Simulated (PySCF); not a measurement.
## Al3H3O3: core ionisation energies

Compound: (HAlO)3 ring, Al₃H₃O₃.
Bonds: Al1–O3, Al1–O9, O3–Al4, Al4–O6, O6–Al7, Al7–O9. Hydrogens: H2 on Al1; H5 on Al4; H8 on Al7.

Theory: delta-SCF UKS SCAN, pcX-2 on the ionised atom, pcseg-1 elsewhere, spin-free X2C (PySCF 2.14.0). Each binding energy is the total energy of the core-ionised species, with the hole localised on one atom, minus that of the ground state; both are solved self-consistently, so orbital relaxation is included.

What binding energy does each computed site have?

```json
{"atom(s)": "O3/O6/O9", "bonded to": "2 Al", "level": "O 1s", "binding energy (eV)": "536.92", "count": "3"}
{"atom(s)": "Al1/Al4/Al7", "bonded to": "2 O and H", "level": "Al 1s", "binding energy (eV)": "1567.37", "count": "3"}
```

Which photon wavelength matches the O 1s of O3/O6/O9 threshold?

λ = hc/E = 12398.42 eV Å / 536.92 eV = 23.092 Å.

Atoms equivalent by their bonding share one computed value, that of the first of them. The structure is a single PBE0-D3(BJ)/def2-SVP conformer in the gas phase; no vibrational or solvent corrections.
